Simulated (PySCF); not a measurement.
C5H7FO, SMILES C[C@H]1CO/C1=C\F.

Geometry optimised at B3LYP-D3(BJ)/def2-SVP. The structure was generated by enumeration; whether it is a known compound was not checked.

Method: ωB97X/def2-TZVP in PySCF.

Computed frontier levels, gap, dipole moment and polarisability:
The highest occupied level is -8.62 eV. The lowest empty level is 2.77 eV and the orbital gap is 11.39 eV. The dipole moment is 3.77 D and the quadrupole, principal values (traceless, Buckingham form, about the centre of nuclear charge) is -5.19, 0.50, 4.70 D·Å. The mean static polarisability comes out as 62.2 bohr³ (9.22 Å³) and the polarisability, principal values comes out as 48.7, 59.4, 78.5 bohr³.
